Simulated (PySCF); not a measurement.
# `CC[C@@H](F)/C(C)=C\Cl`, C₆H₁₀ClF

Molfile (atoms numbered from 1):
```
C6H10ClF
     RDKit          3D

 18 17  0  0  0  0  0  0  0  0999 V2000
    1.8349    0.0616    0.9370 C   0  0  0  0  0  0  0  0  0  0  0  0
    1.4362   -0.1129   -0.5212 C   0  0  0  0  0  0  0  0  0  0  0  0
    0.1396    0.6306   -0.8560 C   0  0  1  0  0  0  0  0  0  0  0  0
   -0.1016    0.4842   -2.2144 F   0  0  0  0  0  0  0  0  0  0  0  0
   -1.0499    0.1163   -0.0861 C   0  0  0  0  0  0  0  0  0  0  0  0
   -1.6261   -1.1863   -0.5464 C   0  0  0  0  0  0  0  0  0  0  0  0
   -1.5684    0.7665    0.9471 C   0  0  0  0  0  0  0  0  0  0  0  0
   -0.9776    2.2676    1.5516 Cl  0  0  0  0  0  0  0  0  0  0  0  0
    1.0825   -0.3627    1.5973 H   0  0  0  0  0  0  0  0  0  0  0  0
    1.9472    1.1155    1.1791 H   0  0  0  0  0  0  0  0  0  0  0  0
    2.7813   -0.4374    1.1269 H   0  0  0  0  0  0  0  0  0  0  0  0
    2.2200    0.2786   -1.1729 H   0  0  0  0  0  0  0  0  0  0  0  0
    1.3067   -1.1712   -0.7552 H   0  0  0  0  0  0  0  0  0  0  0  0
    0.2664    1.7074   -0.6905 H   0  0  0  0  0  0  0  0  0  0  0  0
   -0.8969   -1.9850   -0.4181 H   0  0  0  0  0  0  0  0  0  0  0  0
   -2.5235   -1.4355    0.0118 H   0  0  0  0  0  0  0  0  0  0  0  0
   -1.8665   -1.1246   -1.6062 H   0  0  0  0  0  0  0  0  0  0  0  0
   -2.4132    0.3934    1.5044 H   0  0  0  0  0  0  0  0  0  0  0  0
  1  2  1  0
  2  3  1  0
  3  4  1  0
  3  5  1  0
  5  6  1  0
  5  7  2  0
  7  8  1  0
  1  9  1  0
  1 10  1  0
  1 11  1  0
  2 12  1  0
  2 13  1  0
  3 14  1  6
  6 15  1  0
  6 16  1  0
  6 17  1  0
  7 18  1  0
M  END
```

Computed with GIAO PBE0/pcSseg-1 magnetisability, rotational g tensor and spin-rotation constants, non-relativistic, gas phase in PySCF 2.14.0. Geometry: GFN2-xTB.

(1) Give the nuclear spin-rotation constants along the inertial axes (H = +C I·J) beside the isotropic shieldings.

(2) How do the rotational constants and the g tensor change when H9, H10, H11, H12, H13, H14, H15, H16, H17, H18 are replaced by deuterium?

Answers

(1) Rotational constants 1.9425, 1.2195, 0.9987 GHz. A star marks the isotopologue with that one atom substituted, in its own axes.
| atom | isotope | Caa (kHz) | Cbb (kHz) | Ccc (kHz) | mean (kHz) | σ (ppm) |
| --- | --- | --- | --- | --- | --- | --- |
| F4 | 19F | 1.375 | 0.472 | 0.429 | 0.759 | 383.4 |
| Cl8 | 35Cl | 0.527 | 0.270 | 0.189 | 0.329 | 762.0 |
| H9 | 1H | -0.168 | -0.090 | -0.046 | -0.102 | 31.0 |
| H10 | 1H | -0.104 | -0.109 | -0.059 | -0.091 | 30.7 |
| H11 | 1H | -0.170 | -0.032 | -0.089 | -0.097 | 30.7 |
| H12 | 1H | -0.148 | -0.073 | -0.048 | -0.090 | 29.7 |
| H13 | 1H | -0.088 | -0.116 | -0.050 | -0.085 | 30.0 |
| H14 | 1H | -0.080 | -0.088 | -0.003 | -0.057 | 25.8 |
| H15 | 1H | -0.122 | -0.090 | -0.055 | -0.089 | 29.8 |
| H16 | 1H | -0.145 | -0.059 | -0.073 | -0.092 | 30.1 |
| H17 | 1H | -0.102 | -0.082 | -0.061 | -0.082 | 29.3 |
| H18 | 1H | -0.124 | -0.033 | -0.032 | -0.063 | 25.6 |
| C1 | 13C* | 0.242 | 0.162 | 0.131 | 0.178 | 176.6 |
| C2 | 13C* | 0.298 | 0.194 | 0.169 | 0.220 | 156.3 |
| C3 | 13C* | 0.467 | 0.317 | 0.269 | 0.351 | 92.4 |
| C5 | 13C* | 0.691 | 0.427 | 0.309 | 0.476 | 40.0 |
| C6 | 13C* | 0.272 | 0.170 | 0.140 | 0.194 | 169.4 |
| C7 | 13C* | 0.532 | 0.416 | 0.299 | 0.416 | 60.9 |

For the geometry as given, no vibrational averaging.

(2) Constants 1.6135, 1.1275, 0.8975 GHz; g -0.0072, -0.0078, -0.0051, against -0.0081, -0.0082, -0.0059 before.
